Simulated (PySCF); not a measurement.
## Bond curve of InCl⁺

Set-up: PySCF, scalar-relativistic core potentials, basis sets In cc-pVTZ-PP with ECP28, Cl cc-pV(T+d)Z. Energies in eV from In⁺ + Cl in their ground configurations at the same level. All curves are PBE0. state 1: ²Σ⁺ (doublet), unpaired electrons σ ↑; state 2: ²Π (doublet), unpaired electrons π ↑, a second solution, started from another occupation; state 3: quartet, unpaired electrons σ ↑, π ↑↑, a mixture of terms (⟨Lz²⟩ = 2.0), a second solution, started from another occupation.

```tsv
R (Å)	state 1	state 2	state 3
1.996	0.2117	3.7160	6.8045
2.089	-0.3590	2.5672	5.8670
2.182	-0.6468	1.7320	5.2365
2.251	-0.7366	1.2590	4.9105
2.321	-0.7531	0.8882	4.6799
2.391	-0.7209	0.5981	4.5223
2.483	-0.6341	0.3084	4.3969
2.599	-0.4984	0.0628	4.3357
2.739	-0.3428	-0.1146	4.3496
2.925	-0.1871	-0.2271	4.4449
```

Problem. Put a parabola through the three lowest points of the state 1 curve and estimate Re, k and ωe (reduced mass 26.81 u; 1 eV/Å² = 0.16022 mdyn/Å; ωe = 1302.8·√(k/μ) cm⁻¹).

Solution. Through R = 2.251, 2.321, 2.391 Å the second-order coefficient is 4.97 eV/Å², so Re ≈ 2.310 Å, k ≈ 1.59 mdyn/Å and ωe ≈ 318 cm⁻¹. A polynomial fit of higher order to the unrounded PBE0 energies gives Re = 2.305 Å, k = 1.76 mdyn/Å, ωe = 333 cm⁻¹; anharmonicity and rounding make the difference.

The higher-order fit for each curve: state 1: Re = 2.305 Å, ωe = 333 cm⁻¹, De = 0.75 eV; state 2: Re = 3.152 Å, ωe = 97.8 cm⁻¹, minimum 0.261 eV below the ground-state fragments; state 3: Re = 2.640 Å, ωe = 206 cm⁻¹, minimum 4.33 eV above the ground-state fragments.

These are scalar-relativistic numbers at best; spin–orbit coupling would shift them, the dissociation energy most. For an ion De counts to the pair picked by the measured ionisation energies or electron affinities, which need not be the lowest pair at this level. Counting both spins, an empty level lies below a filled one in some of these solutions, because spin and occupation are held. The state was picked by a PBE0 search and need not be the measured ground state.
